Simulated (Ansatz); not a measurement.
Molecule: CH2S, charge 0, multiplicity 1. SMILES: S=C
Structure (B3LYP-D3(BJ)/def2-TZVP (Ansatz, a first-principles code) minimum search):
```
C
H 1 1.0888
H 1 1.0888 2 115.51
S 1 1.6055 2 122.25 3 -180.00
```

Parts of the frozen-core correlation energy in STO-3G (Ansatz, hartree). Frozen orbitals: 6; correlated occupied orbitals by spin: 6 and 6; virtual: 4 and 4. Spin-orbit coupling is left out. No relativistic terms. The restricted reference is unstable.

| term | value |
|---|---|
| reference (HF) | -431.66993 |
| MP2 opposite-spin | [?] |
| MP2 same-spin | -0.01796 |
| CCSD correlation | [?] |
| (T) | [?] |
| FCI minus CCSD(T) | -0.00083 |
| T1 diagnostic | 0.008 |
| largest doubles amplitude | 0.259 |

Problem. Fill in the missing entries.

Solution. 
- MP2 opposite-spin, value: -0.08937
- CCSD correlation, value: -0.13165
- (T), value: -0.00094
